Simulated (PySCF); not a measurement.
(HInO)4 cubane, H₄In₄O₄.
Geometry (PBE0-D3(BJ)/def2-SVP, Å), atoms numbered from 1 in this order:
```xyz
12
H4In4O4 angstrom
In    -0.4652    0.6595    1.7454
H     -0.8795    1.2562    3.2757
O      0.9764    1.4264    0.3659
In     1.8792   -0.4680   -0.0244
H      3.5210   -0.8827   -0.0411
O      0.3267   -1.2521    1.2178
In    -1.0409   -1.5705   -0.3933
H     -1.9542   -2.9555   -0.7345
O     -1.7112    0.4135    0.0270
In    -0.3392    1.3525   -1.3158
H     -0.6396    2.5530   -2.4726
O      0.4420   -0.6152   -1.5988
```

Computed, not measured: PBE0-D3(BJ)/def2-SVP geometry optimisation, gas phase, def2 core potentials past Kr (PySCF 2.14.0).

(1) Which atoms are bound to In1, and at what distances?

(2) List the angles at In1.

(3) Describe the arrangement about In1 in numbers.

(4) Give some angles away from the centre.

(5) What are the rotational constants (commonest isotopes, rigid rotor)?

Results:

(1) 4 atoms: H2 1.694 Å, O6 2.135 Å, O9 2.137 Å, O3 2.138 Å. The nearest atom not counted as bound is In10, at 3.14 Å (others tie with it).

(2) 
```csv
angle,degrees,distance of the outer atoms (Å)
H2–In1–O6,129.0,3.46
H2–In1–O9,128.6,3.46
H2–In1–O3,128.4,3.46
O3–In1–O9,85.2,2.89
O6–In1–O9,85.1,2.89
O3–In1–O6,84.9,2.88
```

(3) Angles from 84.9° to 129.0°; τ4 = (360° − α − β)/141° = 0.73 with α and β the two widest (0 for a square, 1 for a tetrahedron). Differences among atoms that Td makes equivalent are scatter left by the optimiser.

(4) In1–O3–In4 94.9°.

(5) A = 387.9, B = 387.3, C = 387.0 MHz: a spherical top.

Point group: Td (tolerance 0.08 Å). Charge 0, singlet. PBE0-D3(BJ)/def2-SVP frequencies: not computed here.

One conformer stands for the species.
